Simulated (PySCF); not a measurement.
Bonds: Si1-C2 1.895 Å, C2-P3 1.851 Å, P3-P4 2.032 Å. Si1 carries H5, H6, H7; C2 carries H8, H9; P4 carries H10.

How the numbers were obtained: PBE0-D3(BJ)/def2-SVP geometry, NMR shieldings at PBE0/pcSseg-1/GIAO, in PySCF 2.14 (gas phase, relativity neglected, fast rotation and ring inversion assumed for equivalent nuclei, one conformer).

Shifts are taken against calculated references (same method and geometry level): 13C and 1H and 29Si vs TMS; H3PO4 for 31P.

```csv
atoms,nucleus,count,δ (ppm)
C2,13C,1,35.1
H5/H6/H7,1H,3,?
P4,31P,1,491.3
Si1,29Si,1,-64.7
P3,31P,1,652.5
H10,1H,1,9.96
H8/H9,1H,2,?
```

Task: Fill in the missing shifts.

Result: 
- H5/H6/H7: 3.97 ppm, hydrogen on a silicon bonded to C
- H8/H9: 2.62 ppm, hydrogen on a carbon bonded to P, Si

Shifts are as computed. Against solution values, carbons near 30 ppm lie about +2 ppm off and those near 130 ppm about +5 ppm. Of 1211 compounds with measured shifts, 218 miss one by over three times the rms of a fit or turn the order of signals round; such compounds aren't used in these exercises. Experimental scales use liquid or dissolved standards, which lie at an offset from isolated H3PO4.
